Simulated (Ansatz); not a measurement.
`[CH3][GeH]([F])[SiH2]F`, charge 0, multiplicity 1.

(1) Give a relaxed structure at PBE0-D4/def2-TZVP (the Gaussian-basis code of Ansatz). (Estimate.)

Results:

(1) Ansatz gave: 
Z-matrix (Å, degrees):
```
C
Ge 1 1.942
H 1 1.091 2 109.5
H 1 1.092 2 110.2 3 119.9
H 1 1.090 2 109.9 3 -120.1
F 2 1.755 1 105.9 3 56.3
Si 2 2.395 1 114.8 3 172.8
H 2 1.544 1 112.1 3 -57.5
F 7 1.606 2 108.7 1 -36.6
H 7 1.483 2 111.7 1 -156.1
H 7 1.487 2 110.6 1 81.4
```
This is one stationary point; other conformers may exist.
